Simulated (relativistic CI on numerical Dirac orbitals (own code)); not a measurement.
## Forbidden transitions in Lu30+

These numbers are calculated, not measured: Dirac-Coulomb-Breit CI, orbitals from a KLI potential per configuration, model QED (radiative potential, 1s self-energy scaled to tabulated hydrogen-like ionisation energies), unscaled Slater integrals (own radial code, finite nucleus).

Configuration list (outside the closed core [Ar] 3d10): 4s2.4p6.4d5, 4s2.4p5.4d6, 4s2.4p6.4d4.4f, 4s.4p6.4d6, 4s2.4p5.4d5.4f, 4s.4p6.4d5.4f, 4s2.4p6.4d4.5s, 4s2.4p6.4d3.4f.5s, 4s2.4p6.4d4.5p, 4s2.4p6.4d4.5d, 4s2.4p5.4d5.5s, 4s2.4p6.4d4.5f, 4s2.4p6.4d3.5s.5p, 4p6.4d6.4f, 4s2.4p6.4d4.5g, 4s2.4p6.4d4.6s, 4s2.4p6.4d4.6p, 4s.4p6.4d5.5p, 4p6.4d7, 4p5.4d8, 4p5.4d7.4f, 4s2.4p6.4d3.5s2, 4s2.4p6.4d2.4f.5s2, 4s2.4p5.4d3.4f.5s2, 4s.4p6.4d3.4f.5s2. Double excitations out of closed p, d and f shells are left out; levels of such configurations are missing from the list, as are those of other unlisted configurations, and high levels can miss mixing partners. These lack a partner that the ground configuration has and come out too high: 4s2.4p5.4d5.5s.

| λ vac (nm) | Lower | Upper | Type | A (s⁻¹) | log gf |
| --- | --- | --- | --- | --- | --- |
| 61.962 | 4s2.4p6.4d5 6S_5/2 [2] | 4s2.4p6.4d5 4P_3/2 [17] | M1 | 1.88e+04 | -5.36 |
| 62.577 | 4s2.4p6.4d5 4G_9/2 [6] | 4s2.4p6.4d5 2F_7/2 [24] | M1 | 9.79e+03 | -5.34 |
| 63.715 | 4s2.4p6.4d5 4G_7/2 [3] | 4s2.4p6.4d5 4F_5/2 [21] | M1 | 1.50e+04 | -5.26 |
| 63.945 | 4s2.4p6.4d5 2F_7/2 [9] | 4s2.4p6.4d5 2G_9/2 [25] | M1 | 8.96e+03 | -5.26 |
| 68.814 | 4s2.4p6.4d5 4G_7/2 [3] | 4s2.4p6.4d5 2H_9/2 [19] | M1 | 6.49e+03 | -5.34 |
| 69.945 | 4s2.4p6.4d5 2I_11/2 [13] | 4s2.4p6.4d5 2H_11/2 [28] | M1 | 3.24e+04 | -4.55 |
| 71.344 | 4s2.4p6.4d5 4G_11/2 [4] | 4s2.4p6.4d5 2H_9/2 [19] | M1 | 7.78e+03 | -5.23 |
| 71.865 | 4s2.4p6.4d5 4D_7/2 [12] | 4s2.4p6.4d5 4F_7/2 [27] | M1 | 1.91e+04 | -4.93 |
| 76.315 | 4s2.4p6.4d5 2D_5/2 [10] | 4s2.4p6.4d5 4P_5/2 [26] | M1 | 5.68e+04 | -4.53 |
| 77.592 | 4s2.4p6.4d5 4G_9/2 [14] | 4s2.4p6.4d5 4F_7/2 [27] | M1 | 2.16e+04 | -4.81 |
| 78.435 | 4s2.4p6.4d5 4G_9/2 [6] | 4s2.4p6.4d5 2H_9/2 [19] | M1 | 2.18e+04 | -4.70 |
| 84.594 | 4s2.4p6.4d5 4D_3/2 [5] | 4s2.4p6.4d5 4P_3/2 [17] | M1 | 2.37e+04 | -4.99 |
| 85.104 | 4s2.4p6.4d5 4P_5/2 [1] | 4s2.4p6.4d5 4D_3/2 [5] | M1 | 2.75e+04 | -4.92 |
| 87.224 | 4s2.4p6.4d5 6S_5/2 [2] | 4s2.4p6.4d5 2D_5/2 [10] | M1 | 4.04e+04 | -4.56 |
| 89.198 | 4s2.4p6.4d5 4P_5/2 [1] | 4s2.4p6.4d5 4G_7/2 [3] | M1 | 8.66e+03 | -5.08 |
| 94.985 | 4s2.4p6.4d5 4G_7/2 [3] | 4s2.4p6.4d5 4G_9/2 [14] | M1 | 8.33e+03 | -4.95 |
| 100.04 | 4s2.4p6.4d5 4D_5/2 [7] | 4s2.4p6.4d5 2F_5/2 [18] | M1 | 1.24e+04 | -4.95 |
| 105.25 | 4s2.4p6.4d5 4G_7/2 [3] | 4s2.4p6.4d5 4D_7/2 [12] | M1 | 7.93e+03 | -4.98 |
| 108.52 | 4s2.4p6.4d5 4G_11/2 [4] | 4s2.4p6.4d5 2I_11/2 [13] | M1 | 1.35e+04 | -4.54 |
| 134.54 | 4s2.4p6.4d5 4P_5/2 [1] | 4s2.4p6.4d5 6S_5/2 [2] | M1 | 1.59e+04 | -4.59 |

Terms are leading LS components. Brackets give the number of a level in order of energy, since labels repeat. The list gives strong lines, with weight on those to low levels, among the lowest 400 of 10045 levels, so that lines to higher ones, which can be the strongest, are missing. Levels whose partners in the same complex of configurations lie outside the list can be far off, and so can their lines. Rates are taken at the computed energies, electric ones in the length gauge.

At this charge energies of transitions that change n are usually good to better than 1 %, and those within a shell (Δn = 0) to a few per cent. Terms inside the open d or f shell come out 10 to 20 % too wide with unscaled integrals.

LS names give the leading component of a level, which can be under half, so a name can repeat, a term be missing and a line seem to break the LS rules.
